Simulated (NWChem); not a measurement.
System: CH₄NO cation; SMILES NC=[OH+]

NWChem input:

```
start job
memory heap 200 mb stack 900 mb global 1100 mb
charge 1
geometry units angstroms noautosym nocenter noautoz
  N      0.180380    -1.106426     0.000000
  C     -0.426284     0.039466     0.000000
  O      0.119315     1.192733     0.000000
  H      1.195959    -1.210116     0.000000
  H     -0.366836    -1.967207     0.000000
  H     -1.524038     0.058903     0.000000
  H      1.093322     1.218584     0.000000
end
basis spherical
  * library def2-svp
end
dft
  xc m05-2x
  iterations 150
end
cosmo
  do_cosmo_smd true
  solvent dmso
end
task dft energy
```

The geometry was optimised at PBE0/def2-SVP. Solvent: dimethyl sulfoxide.

Level: M05-2X/def2-SVP with SMD (1 M gas to 1 M solution), gas-phase geometry. Reactions with the solvent are ignored.

**Question.** Give the results of this calculation. (M05-2X/def2-SVP, SMD on the gas-phase geometry.) Quantities: solvation free energy (kcal/mol); cavity-dispersion-structure term (kcal/mol).

**Answer.** 
```
Item                                         Result
-------------------------------------------  ------
solvation free energy (kcal/mol)              -71.1
cavity-dispersion-structure term (kcal/mol)     1.0
```
